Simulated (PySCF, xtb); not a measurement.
Cr(OH)3 (CrH3O3), SMILES [OH][Cr]([OH])[OH] (connectivity only; charge and spin as stated), neutral, multiplicity 4. One conformer was computed; it need not be the lowest.

Harmonic wavenumbers (cm⁻¹) from GFN2-xTB in xtb 6.7.1 at its own minimum, in rising order: 159, 161, 227, 452, 472, 489, 511, 518, 532, 566, 603, 606, 3566, 3578, 3578.

Q: What does PySCF with PBE0-D3(BJ)/def2-SVP give at its own minimum? (An estimate is asked for; the answer gives what the named calculation found.)

A: 157, 196, 202, 330, 360, 417, 662, 663, 680, 685, 772, 776, 3872, 3879, 3883. Paired by order, the mean absolute difference is 145 cm⁻¹ and the zero-point energies are 22.9 and 25.1 kcal/mol.
